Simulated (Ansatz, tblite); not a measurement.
Removing and adding an electron: the cluster B9 (the lowest doublet isomer of a short search). The state is a doublet with charge 0. Geometry: PBE-D4/def2-SVP. Ansatz, gas phase; energy differences of separate SCF runs; the oxidised species is a triplet (the singlet lies 0.62 eV higher at PBE0-D4/def2-TZVP); the reduced species is a singlet (the triplet lies 2.29 eV higher at PBE0-D4/def2-TZVPD).

```xyz
9

B     0.046    1.770    1.124
B     1.944   -0.171    0.067
B     1.387    1.076    0.806
B    -0.060   -1.740   -1.106
B     1.374   -1.358   -0.734
B    -1.926    0.191   -0.054
B    -1.390    1.390    0.753
B     0.039   -0.087   -0.051
B    -1.415   -1.069   -0.805
```

The xTB rows come from tblite. The structure comes from a short search, and lower isomers may exist.

Question: Estimate orbital energies and vertical ionisation energies and electron affinities at: GFN1-xTB; GFN2-xTB; PBE-D4/def2-TZVP; PBE-D4/def2-TZVPD; r2SCAN-D4/def2-TZVP; r2SCAN-D4/def2-TZVPD; PBE0-D4/def2-TZVP; PBE0-D4/def2-TZVPD.

Answer: 
| level | −HOMO (eV) | vertical IE (eV) | −LUMO (eV) | vertical EA (eV) | HOMO–LUMO gap (eV) | IE − EA (eV) |
| --- | --- | --- | --- | --- | --- | --- |
| GFN1-xTB | – | 12.63 | – | 7.28 | – | 5.36 |
| GFN2-xTB | – | 10.45 | – | 3.51 | – | 6.94 |
| PBE-D4/def2-TZVP | 5.86 | 8.30 | 5.57 | – | 0.29 | – |
| PBE-D4/def2-TZVPD | 5.86 | – | 5.57 | 3.29 | 0.29 | – |
| r2SCAN-D4/def2-TZVP | 5.96 | 8.20 | 5.34 | – | 0.62 | – |
| r2SCAN-D4/def2-TZVPD | 5.96 | – | 5.34 | 3.21 | 0.62 | – |
| PBE0-D4/def2-TZVP | 6.55 | 8.20 | 4.76 | – | 1.79 | – |
| PBE0-D4/def2-TZVPD | 6.54 | – | 4.75 | 3.24 | 1.79 | – |

   HOMO and LUMO are the levels of the spin that leaves or enters (xTB has no such levels and no spin-polarisation term). Other spin states of the ions may lie lower, which would lower the ionisation energy or raise the affinity. Raw xTB energy differences between charge states are shifted by several eV; the methods need an empirical correction for them.
